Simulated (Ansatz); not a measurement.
One change: `ClC[TeH]` becomes `Cl[CH2][ZnH]`.

Ansatz, PBE0-D4/def2-TZVP geometries, multiplicity 1. 

Elements past krypton have def2 core potentials. Scalar relativity is left out up to krypton.

```json
{"property": "zero-point energy (PBE0-D4/def2-TZVP) / kJ/mol", "`ClC[TeH]`": "91.0"}
{"property": "LUMO energy (PBE0/def2-TZVPP) / eV", "`ClC[TeH]`": "-1.10"}
{"property": "size of the dipole moment (B3LYP/def2-TZVPP) / D", "`ClC[TeH]`": "1.54"}
{"property": "size of the dipole moment (PBE/def2-TZVPP) / D", "`ClC[TeH]`": "1.49"}
{"property": "size of the dipole moment (ωB97M-V/def2-TZVPP) / D", "`ClC[TeH]`": "1.59"}
{"property": "HOMO–LUMO gap (PBE0/def2-TZVPP) / eV", "`ClC[TeH]`": "5.32"}
```

What does the change do to each property? (Best estimate.)

Ansatz gave: 
```tsv
property	`Cl[CH2][ZnH]`	shift
zero-point energy (PBE0-D4/def2-TZVP) / kJ/mol	88.3	-2.7
LUMO energy (PBE0/def2-TZVPP) / eV	-0.69	0.41
size of the dipole moment (B3LYP/def2-TZVPP) / D	1.90	0.36
size of the dipole moment (PBE/def2-TZVPP) / D	1.77	0.28
size of the dipole moment (ωB97M-V/def2-TZVPP) / D	1.95	0.36
HOMO–LUMO gap (PBE0/def2-TZVPP) / eV	6.58	1.26
```

With PBE0 the HOMO falls by 0.86 eV and the LUMO rises by 0.41 eV, so the gap widens by about 1.27 eV. PBE moves the HOMO by -0.72 eV and ωB97M-V by -0.91 eV. Dipoles are sizes alone; their direction can turn.

B3LYP here is the variant with VWN-RPA as its local correlation; programs differ in this.

Spin–orbit coupling is left out; it splits and shifts lone-pair levels of the heavy atoms by tenths of an eV.
